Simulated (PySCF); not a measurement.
**Orbital picture of BiO⁺**

PW91 at R = 1.883 Å; basis Bi def2-SVPD with ECP60, O def2-SVPD; scalar-relativistic core potentials; PySCF 2.14. State: ¹Σ⁺ (singlet), closed shell. Only the outer orbitals are listed, counted within each symmetry, core potentials removing the inner ones.

```
orbital  occ.  ε (eV)  on Bi (%)          main shells (%)
     5σ     2  -29.18         14                   82 O s
     6σ     2  -21.77         82          80 Bi s, 14 O s
     7σ     2  -14.69         32          64 O p, 26 Bi p
     3π     2  -14.46         22          77 O p, 21 Bi p
     3π     2  -14.46         22          77 O p, 21 Bi p
     4π     0  -11.00         80          79 Bi p, 21 O p
     4π     0  -11.00         80          79 Bi p, 21 O p
     8σ     0   -7.42         97  84 Bi p, 17 O p, 8 Bi d
```

Task: Which are the highest filled and the lowest empty level, where do they sit, and how wide is the gap?

Result: Highest filled 3π at -14.46 eV (in %: 77 O p, 21 Bi p); lowest empty 4π at -11.00 eV (in %: 79 Bi p, 21 O p); the gap at PW91 is 3.46 eV.

```json
{
  "bond order (Mayer)": "1.99",
  "⟨S²⟩": "0.000",
  "charge on Bi (Mulliken, basis-dependent)": "1.72",
  "charge on Bi (Löwdin, basis-dependent)": "1.75",
  "dipole moment (positive dipole points towards O; it is taken about the centre of mass and depends on that origin)": "-3.32 D"
}
```

Spin–orbit coupling is left out, which matters for elements this heavy, above all for dissociation energies.
